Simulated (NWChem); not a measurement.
C$_{2}$H$_{4}$NO, doublet; SMILES C[N]C=O

```xyz
8

C      0.4308    -1.4479    -0.0638
N     -0.7061    -0.5992     0.0246
C     -0.5095     0.7513    -0.1019
O      0.5037     1.3250     0.2489
H      0.4269    -2.1711     0.7681
H      0.3304    -2.0557    -0.9846
H      1.3869    -0.8985    -0.1010
H     -1.4058     1.2963    -0.4730
```
Atoms are numbered in this order, from 1.

Program: NWChem. Pople sets run with spherical d functions. Spin-unrestricted. Coordinates come from a PBE0/def2-SVP, spin-unrestricted optimisation. No stability test was run on the SCF state. Solvent water, SMD (1 M gas to 1 M solution), gas-phase geometry. Reactions with the solvent are ignored.

Order these by “solvation free energy (kcal/mol)”, lowest first: B3LYP/6-31+G*; B3LYP/3-21G; B3LYP/STO-3G.

B3LYP/6-31+G* (-7.4), B3LYP/3-21G (-6.2), B3LYP/STO-3G (-3.0)
